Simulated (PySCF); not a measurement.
# `InChI=1S/C7H7Br/c1-2-3-7(8)5-4-6(5)7/h1,5-6H,3-4H2/t5-,6+,7-`

Molfile (atoms numbered from 1):
```
C7H7Br
     RDKit          3D

 15 16  0  0  0  0  0  0  0  0999 V2000
    3.0722   -0.4921    0.5395 C   0  0  0  0  0  0  0  0  0  0  0  0
    2.1910    0.1677    0.0724 C   0  0  0  0  0  0  0  0  0  0  0  0
    1.0803    0.9343   -0.4595 C   0  0  0  0  0  0  0  0  0  0  0  0
   -0.2408    0.3731    0.0238 C   0  0  1  0  0  0  0  0  0  0  0  0
   -0.4267    0.6852    1.9738 Br  0  0  0  0  0  0  0  0  0  0  0  0
   -1.4467    0.4374   -0.8400 C   0  0  1  0  0  0  0  0  0  0  0  0
   -2.2117   -0.6707   -0.1922 C   0  0  0  0  0  0  0  0  0  0  0  0
   -0.7797   -0.8787   -0.5637 C   0  0  2  0  0  0  0  0  0  0  0  0
    3.8588   -1.0565    0.9425 H   0  0  0  0  0  0  0  0  0  0  0  0
    1.1076    0.9021   -1.5541 H   0  0  0  0  0  0  0  0  0  0  0  0
    1.1779    1.9768   -0.1404 H   0  0  0  0  0  0  0  0  0  0  0  0
   -1.6484    1.0175   -1.7160 H   0  0  0  0  0  0  0  0  0  0  0  0
   -2.9610   -1.1756   -0.7887 H   0  0  0  0  0  0  0  0  0  0  0  0
   -2.4753   -0.5827    0.8551 H   0  0  0  0  0  0  0  0  0  0  0  0
   -0.3019   -1.6300   -1.1571 H   0  0  0  0  0  0  0  0  0  0  0  0
  1  2  3  0
  2  3  1  0
  3  4  1  0
  4  5  1  1
  4  6  1  0
  6  7  1  0
  7  8  1  0
  8  4  1  0
  8  6  1  0
  1  9  1  0
  3 10  1  0
  3 11  1  0
  6 12  1  6
  7 13  1  0
  7 14  1  0
  8 15  1  6
M  END
```

Level of theory: GIAO wB97X-D/pcSseg-1 magnetisability, rotational g tensor and spin-rotation constants, non-relativistic, gas phase (PySCF). Geometry: GFN2-xTB.

The calculation is non-relativistic, which matters for the atoms heavier than Zn.

(1) What are the magnetisability and the molar susceptibility?

(2) Split it along the inertial axes a, b, c into diamagnetic and paramagnetic parts about the centre of mass, with the quadrupole moment.

(3) And the rotational g tensor?

Results:

(1) Isotropic -1702 × 10⁻³⁰ J/T², or -102.5 × 10⁻⁶ cm³/mol; principal values -1814, -1680, -1612 × 10⁻³⁰ J/T², anisotropy 178 × 10⁻³⁰ J/T² (root of half the summed squared differences of the principal values). The susceptibility is in cgs units.

(2) 
| axis | χ (10⁻⁶ cm³/mol) | diamagnetic (10⁻⁶ cm³/mol) | paramagnetic (10⁻⁶ cm³/mol) | summed x² of all electrons (Å²) | quadrupole Θ (D Å) |
| --- | --- | --- | --- | --- | --- |
| a | -101.2 | -761.1 | 659.9 | 190.8 | -0.96 |
| b | -109.0 | -984.1 | 875.1 | 138.2 | +1.90 |
| c | -97.3 | -1396.1 | 1298.8 | 41.1 | -0.94 |

Anisotropies 2χaa − χbb − χcc = +3.9 and 2χbb − χaa − χcc = -19.5 × 10⁻⁶ cm³/mol. Θ is traceless in Buckingham's convention.

(3) 
| axis | rotational constant (GHz) | g | nuclear part | electronic part |
| --- | --- | --- | --- | --- |
| a | 1.7317 | +0.0006 | 0.5375 | -0.5369 |
| b | 1.3578 | +0.0044 | 0.5626 | -0.5582 |
| c | 0.8838 | -0.0013 | 0.5380 | -0.5393 |

Asymmetric top; isotopes 79Br, 12C, 1H; no vibrational averaging.
